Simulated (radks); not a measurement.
Question: Isoelectronic series with 4 electrons, all held in the configuration [He] 2s2, which need not be the ground one along the series. Method: non-relativistic Kohn-Sham, PBE, spin-polarised, spherical densities, point nucleus; computed with a radial shooting solver on a logarithmic mesh with Libxc functionals. Total energies (hartree) and mean radii <r> (bohr):

| ion | E (hartree) | 2s | 1s |
|---|---|---|---|
| Be | -14.62995 | 2.604 | 0.4209 |
| B+ | -24.29343 | 1.780 | 0.3293 |
| C2+ | -36.46109 | 1.362 | 0.2703 |
| N3+ | -51.13047 | 1.106 | 0.2291 |
| F5+ | -87.97145 | 0.8053 | 0.1756 |
| Ne6+ | -110.14248 | 0.7094 | 0.1572 |
| Mg8+ | -161.98504 | 0.5731 | 0.1300 |
| Al9+ | -191.65648 | 0.5230 | 0.1197 |
| Si10+ | -223.82798 | 0.4809 | 0.1108 |
| P11+ | -258.49954 | 0.4451 | 0.1032 |
| S12+ | -295.67113 | 0.4143 | 0.09657 |

Estimate the row of O4+.

Answer: E (hartree) -68.30072; 2s 0.9317; 1s 0.1989.
